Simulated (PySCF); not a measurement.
Electronic structure of Te+ (tellurium, charge +1) at the UHF level

Configuration: [Kr] 4d10 5s2 5p3, high-spin 4S determinant. Calculation: PySCF 2.14, in def2-SVP with the def2 core potential (28 electrons); scalar relativity through the core potential.

```json
{"Total energy": "-266.714160 hartree", "One-electron energy": "-459.0347 hartree", "Hartree (Coulomb) energy": "211.9049 hartree", "Exchange energy": "-19.5843 hartree", "⟨S²⟩": "3.7514", "⟨L²⟩": "0.000", "Sum of ⟨r⟩": "27.94 bohr", "Sum of ⟨r²⟩": "47.92 bohr²", "Time after the integrals": "0.08 s of wall time on 1 thread of Neoverse-N1 (shared host)"}
```

```csv
shell,electrons,mean orbital energy (hartree),"rms radius, mean of both spins (bohr)"
4s α,1,-7.46958,0.820
4s β,1,-7.44664,0.820
4p α,3,-5.43494,0.882
4p β,3,-5.41209,0.882
4d α,5,-2.28827,1.04
4d β,5,-2.26895,1.04
5s α,1,-1.16827,2.21
5s β,1,-0.90568,2.21
5p α,3,-0.69208,2.66
```

Energies and moments cover only the electrons outside the core potential.
